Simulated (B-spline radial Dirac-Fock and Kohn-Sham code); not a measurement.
Dipole and non-dipole photoemission parameters of Li 2s

System: the free lithium atom, configuration [He] 2s1; threshold 5.48 eV (orbital energy of the model). These are calculated numbers from a radial finite-basis atomic code; the model is Dirac-Hartree-Slater photoionisation with a Latter tail; cross sections with all multipoles, angular parameters from the dipole term and its interference with E2.

The run's input, task.json:

```json
{"items": [{
  "Z": 3,
  "q": 0,
  "cfg": [[1, 0, 2], [2, 0, 1]],
  "A": 7,
  "rrms": 2.444,
  "do": "xps",
  "hv": [57.4, 76.7, 94.4, 100, 105.0, 123.0, 172.0, 186.0, 199.0, 200, 242.0, 300, 376.0, 400, 401.0, 800, 905.0, 943.0, 1030.0, 1260.0, 2000, 2020.0, 2984.4, 3000.0, 3490.0, 3610.0, 5150.0, 5414.7, 6910.0, 7870.0]
}]}
```

Command: `python xray2_run.py task.json out`

For linearly polarised light dσ/dΩ = σ/(4π) [1 + β P₂(cos θ) + (δ + γ cos²θ) sin θ cos φ], with θ from the polarisation vector and φ the angle between the beam and the projection of the electron momentum on the plane normal to the polarisation.

```csv
hν (eV),σ (kb),β,γ
57.4,66.1,2.000,0.079
76.7,34.2,2.000,0.107
94.4,21.1,2.000,0.130
100,18.4,2.000,0.137
105,16.4,2.000,0.143
123,11.3,2.000,0.164
172,5.05,2.000,0.213
186,4.17,2.000,0.226
199,3.53,2.000,0.238
200,3.48,2.000,0.239
242,2.15,2.000,0.275
300,1.22,2.000,0.324
376,0.651,2.000,0.384
400,0.546,2.000,0.401
401,0.542,2.000,0.402
800,0.0715,2.000,0.612
905,0.0495,2.000,0.653
943,0.0438,2.000,0.667
1030,0.0337,2.000,0.700
1260,?,?,?
2000,0.00431,2.000,1.034
2020,0.00418,2.000,1.040
2984.4,0.00119,2.000,1.266
3000,0.00117,2.000,1.269
3490,0.000721,2.000,1.369
3610,0.000647,2.000,1.393
5150,0.000203,2.000,1.687
5414.7,0.000172,2.000,1.734
6910,7.66e-05,2.000,1.971
7870,4.96e-05,2.000,2.101
```

**Question.** Give the values at 1260 eV.

**Answer.** σ = 0.0183 kb, β = 2.000, γ = 0.786. For an s subshell δ is negligible.
